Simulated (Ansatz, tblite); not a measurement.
Cost and result up the ladder for the cluster Cd2Se (the lowest singlet isomer of a short search) (3 atoms). Total charge 0; singlet. Geometry: PBE-D4/def2-TZVP.

Cartesian coordinates in Å:
```
Cd 1.3725 0.4249 2.0804
Cd -1.3716 -0.4229 -2.0815
Se -0.0009 -0.0020 0.0011
```

Ansatz on 4 threads of Arm Neoverse V2 on a shared host; xTB runs through tblite on one thread. Times are rough, summed over both states, and most runs start from the orbitals of an earlier one. No level here is sound enough to serve as a yardstick. The other state is a doublet.

In the def2 sets Cd takes a core potential; there is no spin–orbit coupling. The xTB rows come from tblite. HOMO above LUMO, or a gap near zero within one spin, warns that the state may not be the lowest or that an electron is smeared out. The order of the spin states hangs on the level: the triplet lies 0.12 eV below the singlet at PBE0-D4/def2-TZVP, but 0.15 eV above it at PBE-D4/def2-TZVP. The structure comes from a short search, and lower isomers may exist.

Raw xTB energies of ions are shifted by several eV.

```
                         level  functions  wall time
                      GFN2-xTB         17    0.003 s
                      GFN1-xTB         17    0.004 s
PBE-D4/def2-TZVP (with forces)        128      6.8 s
           r2SCAN-D4/def2-TZVP        128       18 s
```

**Question.** Estimate what each level gives for the vertical IE (eV).

**Answer.** 
```
                         level  vertical IE (eV)                                     remarks
                      GFN2-xTB             12.50                                           –
                      GFN1-xTB             12.71                                           –
PBE-D4/def2-TZVP (with forces)              7.75  gap within one spin near zero (+1 doublet)
           r2SCAN-D4/def2-TZVP              7.76                                           –
```
